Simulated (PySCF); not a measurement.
## Electronic absorption of C3H8O2SSi

Species: C3H8O2SSi.
Numbering: `[CH3:1][S@@:2](=[O:3])[C@H:4]1[O:5][CH2:6][SiH2:7]1` (hydrogens: H8, H9, H10 on C1; H11 on C4; H12, H13 on C6; H14, H15 on Si7)

Level of theory: TDDFT CAM-B3LYP/def2-SVPD, vertical, gas phase, core orbitals frozen in the response (PySCF 2.14.0, density-fitted response routines). Geometry: GFN2-xTB, one conformer, isolated molecule. Torsions of this conformer, `[CH3:1][S@@:2](=[O:3])[C@H:4]1[O:5][CH2:6][SiH2:7]1`: C1–S2–C4–O5 167°.

```tsv
state	E (eV)	E (hartree)	f	main configurations (H = HOMO, L = LUMO)
S1	5.79	0.2127	0.025	H→L (62%), H→L+1 (15%)
S2	5.91	0.2171	0.036	H→L+1 (52%), H→L (20%), H→L+2 (10%)
S3	6.20	0.2277	0.0073	H→L+4 (49%), H→L (9%), H→L+3 (8%)
S4	6.43	0.2362	0.0027	H-1→L (47%), H-1→L+1 (18%), H→L+4 (8%)
S5	6.64	0.2441	0.012	H-1→L+1 (32%), H-1→L (21%), H-2→L (11%)
S6	6.76	0.2485	0.0049	H-2→L (57%), H-1→L+1 (11%)
S7	6.81	0.2503	0.019	H→L+3 (30%), H→L+2 (25%), H→L+5 (8%)
S8	6.90	0.2536	0.021	H→L+2 (28%), H→L+1 (15%), H-1→L+4 (13%)
```

Triplets (Tamm–Dancoff): T1 5.07 eV, H→L+1 (48%), H→L+5 (11%), H→L+4 (11%); T2 5.38 eV, H→L (32%), H→L+4 (16%), H→L+3 (9%); T3 5.77 eV, H→L (46%), H→L+4 (23%).

The lowest singlet lies at 5.79 eV (214 nm, ultraviolet) and is weak; its leading configuration is HOMO→LUMO (62%). The strongest level in the table is S2 at 5.91 eV (210 nm, f = 0.036). Löwdin shares by element: HOMO oxygen 48%, sulfur 25%, carbon 11% or more; LUMO silicon 32%, hydrogen 18% or more, sulfur 11% (atoms not listed hold the other 39%). The oscillator strengths of these states sum to 0.127; summed over the whole spectrum of an exact calculation they would give the number of electrons, 72 (Thomas–Reiche–Kuhn). The listed states span 1.11 eV, and the widest gap between neighbours is 0.29 eV (S2 to S3). Of the 8 states listed, 5 reach f = 0.01 and none stays under 0.0005. Singlets were solved by full linear response, triplets in the Tamm–Dancoff approximation.

Time: 84 s wall; peak memory 0.99 GiB. Hardware: one thread, Arm Neoverse V2 (aarch64), shared host with 32 logical CPUs at a one-minute load of 32.
